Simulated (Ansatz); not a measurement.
**Question.** Predict a relaxed structure of S-phenylphenoxathiinium bis(oxalato)borate (C₂₂H₁₃BO₉S), charge 0, singlet, at PBE-D4/def2-SVP (Ansatz).

**Answer.** 
```csv
atom,x (Å),y (Å),z (Å)
O1,-3.108,-1.061,-1.969
C2,-2.616,-0.019,-2.340
O3,-1.797,0.761,-1.611
B4,-1.369,1.931,-2.448
O5,-2.044,1.785,-3.724
C6,-2.783,0.657,-3.732
O7,-3.447,0.240,-4.648
O8,0.123,1.876,-2.563
C9,0.630,2.769,-1.722
O10,1.786,2.812,-1.331
C11,-0.532,3.683,-1.228
O12,-0.420,4.627,-0.480
O13,-1.663,3.193,-1.747
C14,4.652,-0.998,1.678
C15,3.546,-1.786,2.048
C16,2.283,-1.527,1.501
C17,2.162,-0.475,0.581
S18,0.592,-0.030,-0.198
C19,-0.329,0.742,1.120
C20,0.038,2.054,1.466
C21,-0.687,2.736,2.448
C22,-1.771,2.101,3.078
C23,-2.133,0.796,2.731
C24,-1.419,0.102,1.740
O25,-1.861,-1.160,1.461
C26,-1.358,-1.922,0.450
C27,-2.012,-3.145,0.219
C28,-1.600,-3.977,-0.822
C29,-0.531,-3.605,-1.659
C30,0.130,-2.396,-1.436
C31,-0.268,-1.572,-0.367
C32,3.251,0.320,0.186
C33,4.506,0.048,0.754
H34,5.640,-1.210,2.113
H35,3.669,-2.606,2.771
H36,1.409,-2.138,1.777
H37,0.876,2.549,0.951
H38,-0.417,3.772,2.693
H39,-2.353,2.634,3.844
H40,-2.985,0.284,3.202
H41,-2.867,-3.398,0.861
H42,-2.133,-4.922,-1.000
H43,-0.223,-4.250,-2.494
H44,0.959,-2.077,-2.085
H45,3.101,1.143,-0.534
H46,5.374,0.659,0.466
```
 This is one stationary point.

Single mean-field runs in def2-SVP are fitted with def2-universal-jkfit.
